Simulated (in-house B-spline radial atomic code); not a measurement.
Tb5+: [Ar] 3d10 4s2 (4p1/2)1 (4p3/2)4 4d10 4f7 5s2 5p6 (with a hole in an inner shell)

Computed with a B-spline radial code for spherical atoms: Dirac-Hartree-Fock, average of the jj configuration, Fermi nucleus of rms radius 5.06 fm.

Z_r = [3n² - l(l+1)]/(2<r>); Z_e = n√(-2ε); the last column is Slater's effective charge. Values are occupation-weighted means over j. An effective charge above Z reflects the relativistic contraction of the inner shells.

```csv
shell,electrons,ε (eV),<r> (bohr),Z_r,Z_e,Slater
1s,2,-52396,0.0215,69.76,62.06,64.70
2s,2,-8879.4,0.09087,66.03,51.09,60.85
2p,6,-7922.7,0.08058,62.05,48.26,60.85
3s,2,-2089.3,0.2381,56.71,37.18,53.75
3p,6,-1784.9,0.2368,52.78,34.36,53.75
3d,10,-1374.4,0.2162,48.58,30.15,43.85
4s,2,-500.5,0.5381,44.60,24.26,37.60
4p,5,-394.63,0.5714,40.25,21.54,37.60
4d,10,-248.67,0.6137,34.22,17.10,26.85
5s,2,-123.84,1.251,29.97,15.08,14.15
5p,6,-92.59,1.4,26.08,13.04,14.15
4f,7,-91.917,0.7238,24.87,10.40,17.90
```

The least bound orbital is 5p3/2 at -90.68 eV, and it is also the most diffuse (<r> = 1.422 bohr). The part-filled 4p shell lies below the filled 5p shell in orbital energy.

For the 1s electron the small component carries 5.88 % of the norm, the zero-frequency Breit interaction raises the level by 158.4 eV, self-energy by 95.39 eV, and vacuum polarisation lowers it by 15.78 eV.
